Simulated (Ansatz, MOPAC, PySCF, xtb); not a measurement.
Dimer: NH3 (SMILES N) (first 4 atoms) with CH4S (SMILES CS); geometry from B3LYP-D3(BJ)/def2-TZVP.
(charge 0, multiplicity 1):
```json
[
 {"atom": "N", "x (Å)": "-0.1745", "y (Å)": "0.0328", "z (Å)": "0.7472"},
 {"atom": "H", "x (Å)": "-0.1468", "y (Å)": "0.9539", "z (Å)": "0.3249"},
 {"atom": "H", "x (Å)": "0.6587", "y (Å)": "-0.4635", "z (Å)": "0.4528"},
 {"atom": "H", "x (Å)": "-0.9752", "y (Å)": "-0.4567", "z (Å)": "0.3645"},
 {"atom": "C", "x (Å)": "0.6242", "y (Å)": "-0.9666", "z (Å)": "4.6857"},
 {"atom": "S", "x (Å)": "-0.5074", "y (Å)": "0.4030", "z (Å)": "4.2775"},
 {"atom": "H", "x (Å)": "1.6277", "y (Å)": "-0.7748", "z (Å)": "4.3098"},
 {"atom": "H", "x (Å)": "0.6645", "y (Å)": "-1.0299", "z (Å)": "5.7719"},
 {"atom": "H", "x (Å)": "0.2556", "y (Å)": "-1.9131", "z (Å)": "4.2942"},
 {"atom": "H", "x (Å)": "-0.4037", "y (Å)": "0.2937", "z (Å)": "2.9332"}
]
```

Monomers are frozen at their geometry in the pair; levels with a basis set take the counterpoise correction.

Rows in 6-31G* carry no dispersion term and start afresh at each structure (6-31G* with six Cartesian d functions). The state that PM3 reach isn't checked.

Programs: Ansatz (a quantum-chemistry and plane-wave program); MOPAC for PM3 (differences of heats of formation); PySCF for 6-31G* rows; xtb for the GFN methods. Values without a source in brackets are computed.

Problem. One of these levels gives -0.60 kcal/mol for the interaction energy. Name it.
(A) PM3
(B) GFN1-xTB
(C) CAM-B3LYP/def2-TZVPPD
(D) HF/6-31G*

Solution. A, PM3. The others give -3.39 (GFN1-xTB), -1.63 (HF/6-31G*), -2.41 (CAM-B3LYP/def2-TZVPPD)
